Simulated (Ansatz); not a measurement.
Ansatz (an electronic-structure program) input (HF/6-31G*):

Ansatz 0.2 input:
```yaml
crystal:
  periodic: [false, false, false]
  atoms:
    - {symbol: O, position_ang: [0.55891900, 1.27125400, -1.10814600]}
    - {symbol: B, position_ang: [0.32045000, 0.26917800, -0.28511400]}
    - {symbol: O, position_ang: [1.63643900, -0.43395700, -0.07804800]}
    - {symbol: Si, position_ang: [-1.30606600, -0.47562400, 0.68854900]}
    - {symbol: H, position_ang: [-0.16158100, 1.85634100, -1.37398600]}
    - {symbol: H, position_ang: [2.45198900, -0.12358900, -0.51819000]}
    - {symbol: H, position_ang: [1.74847500, -1.21468700, 0.48880700]}
    - {symbol: H, position_ang: [-2.28230600, -0.85882400, -0.34870400]}
    - {symbol: H, position_ang: [-0.83270600, -1.64496100, 1.46124700]}
    - {symbol: H, position_ang: [-1.80406600, 0.60019000, 1.56627400]}
basis:
  gaussian:
    orbitals: 6-31G*
hamiltonian:
  xc: {name: HF}
total_charge: 1
relax: {f_tol: 0.003, max_steps: 120}
```

From the output:

```
integrals: 0.02 GiB planned
817 factors; integrals over basis functions are off by at most 7.3e-4 eV
mean field: 0.18 GiB planned
mean field -12697.39734843 eV, -466.6207459497 hartree, gradient 1.3e-5 eV, S^2 0.000000; 0 other end points of the search recorded, 0 dependent functions left out
the calculation of the forces begins
reference -12697.39734843 eV, -466.6207459497 hartree; 20, 20 occupied and 56, 56 virtual orbitals, 817 factors
relax step   5: F+E_penalty+E_count = -12697.39734843 eV  Δ(F+E_penalty+E_count) = -1.463e-4 eV  max|allowed force component| = 2.672e-2 eV/Å  Δτ_max = 0.0082 Å  (25 SCF iters, accepted)
these checks for a lower state are left out or cut short: starts, cluster_reference, orbital_swaps, neighbouring_geometries, increment
integrals: 0.02 GiB planned
817 factors; integrals over basis functions are off by at most 7.3e-4 eV
mean field: 0.18 GiB planned
mean field -12697.39734952 eV, -466.6207459899 hartree, gradient 1.6e-5 eV, S^2 0.000000; 0 other end points of the search recorded, 0 dependent functions left out
the calculation of the forces begins
reference -12697.39734952 eV, -466.6207459899 hartree; 20, 20 occupied and 56, 56 virtual orbitals, 817 factors
relax step   6: F+E_penalty+E_count = -12697.39734952 eV  Δ(F+E_penalty+E_count) = -1.093e-6 eV  max|allowed force component| = 1.828e-2 eV/Å  Δτ_max = 0.0022 Å  (25 SCF iters, accepted)
these checks for a lower state are left out or cut short: starts, cluster_reference, orbital_swaps, neighbouring_geometries, increment
integrals: 0.02 GiB planned
817 factors; integrals over basis functions are off by at most 7.3e-4 eV
mean field: 0.18 GiB planned
mean field -12697.39736157 eV, -466.6207464326 hartree, gradient 8.5e-6 eV, S^2 0.000000; 0 other end points of the search recorded, 0 dependent functions left out
the calculation of the forces begins
reference -12697.39736157 eV, -466.6207464326 hartree; 20, 20 occupied and 56, 56 virtual orbitals, 817 factors
relax step   7: F+E_penalty+E_count = -12697.39736157 eV  Δ(F+E_penalty+E_count) = -1.205e-5 eV  max|allowed force component| = 3.343e-3 eV/Å  Δτ_max = 0.0020 Å  (25 SCF iters, accepted)
these checks for a lower state are left out or cut short: starts, cluster_reference, orbital_swaps, neighbouring_geometries, increment
integrals: 0.02 GiB planned
817 factors; integrals over basis functions are off by at most 7.3e-4 eV
mean field: 0.18 GiB planned
mean field -12697.39736177 eV, -466.6207464401 hartree, gradient 3.3e-5 eV, S^2 0.000000; 0 other end points of the search recorded, 0 dependent functions left out
the calculation of the forces begins
reference -12697.39736177 eV, -466.6207464401 hartree; 20, 20 occupied and 56, 56 virtual orbitals, 817 factors
relax step   8: F+E_penalty+E_count = -12697.39736177 eV  Δ(F+E_penalty+E_count) = -2.042e-7 eV  max|allowed force component| = 2.275e-3 eV/Å  Δτ_max = 0.0005 Å  (21 SCF iters, accepted)
integrals: 0.02 GiB planned
817 factors; integrals over basis functions are off by at most 7.3e-4 eV
mean field: 0.18 GiB planned
mean field evaluation 64: about -12692.0508 eV, gradient 5.3e1 eV
mean field -12697.39736177 eV, -466.6207464401 hartree, gradient 3.3e-5 eV, S^2 0.000000; 1 other end points of the search recorded, 0 dependent functions left out
the calculation of the forces begins
reference -12697.39736177 eV, -466.6207464401 hartree; 20, 20 occupied and 56, 56 virtual orbitals, 817 factors
Total energy: -12697.39736177 eV, -466.6207464401 hartree
Atom 0 at     0.571309     1.262087    -1.104256 Å, force    -0.001905     0.001225    -0.000458 eV/Å
Atom 1 at     0.324018     0.268880    -0.285778 Å, force     0.002275    -0.002079     0.001016 eV/Å
Atom 2 at     1.646728    -0.430816    -0.083010 Å, force    -0.002268     0.000486     0.000196 eV/Å
Atom 3 at    -1.328236    -0.477936     0.695847 Å, force    -0.000194    -0.000046     0.000084 eV/Å
Atom 4 at    -0.133147     1.842557    -1.370585 Å, force     0.000821     0.000325    -0.000452 eV/Å
Atom 5 at     2.440546    -0.109738    -0.525886 Å, force     0.000481    -0.000285     0.000097 eV/Å
Atom 6 at     1.789303    -1.202022     0.468961 Å, force     0.000666     0.000074    -0.000223 eV/Å
Atom 7 at    -2.299210    -0.858450    -0.335648 Å, force     0.000001     0.000148    -0.000070 eV/Å
Atom 8 at    -0.858022    -1.641346     1.464815 Å, force     0.000135     0.000045    -0.000068 eV/Å
Atom 9 at    -1.823743     0.592106     1.568228 Å, force    -0.000012     0.000108    -0.000122 eV/Å
Dipole moment:     0.849890    -0.147982    -0.099502 e Å
```

The dipole moment of an ion depends on the origin.

The geometry given is a B3LYP-D3(BJ)/def2-TZVP minimum.
